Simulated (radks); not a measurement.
Fractional charge and spin in the 2s shell of beryllium: the spin-up occupation runs from 0 to 1 and the spin-down occupation from 0 to 1; the fullest corner is Be, [He] 2s(up 1, down 1). Method: scalar-relativistic Kohn-Sham, BLYP, spin-polarised, spherical densities, finite nucleus; Fermi nuclear charge, rms radius of each element as measured or else 0.836 A^(1/3) + 0.57 fm; computed with a radial shooting solver on a logarithmic mesh with Libxc functionals. Energy (eV) minus the two flat planes that join the four corners (they meet along the diagonal where the two added fractions sum to one electron); zero is where a piecewise linear energy would lie.

down \ up       0    0.25     0.5    0.75       1
0           0.000  -0.764  -1.041  -0.792   0.000
0.25       -0.764  -0.887  -0.526   0.345  -0.656
0.5        -1.041  -0.526   0.459  -0.459  -0.883
0.75       -0.792   0.345  -0.459  -0.794  -0.662
1           0.000  -0.656  -0.883  -0.662   0.000

Corners above the fullest one (they belong to Be+ and the next ion): (up 1, down 0) 8.979 eV, (up 0, down 1) 8.979 eV, (up 0, down 0) 27.529 eV. With half an added electron in each spin the energy lies 0.459 eV from the planes (fractional-spin error, the static-correlation error of a stretched bond), and with half an added electron in spin up alone -1.041 eV (fractional-charge error). For a frontier s shell over closed shells the exact functional lies on the planes.
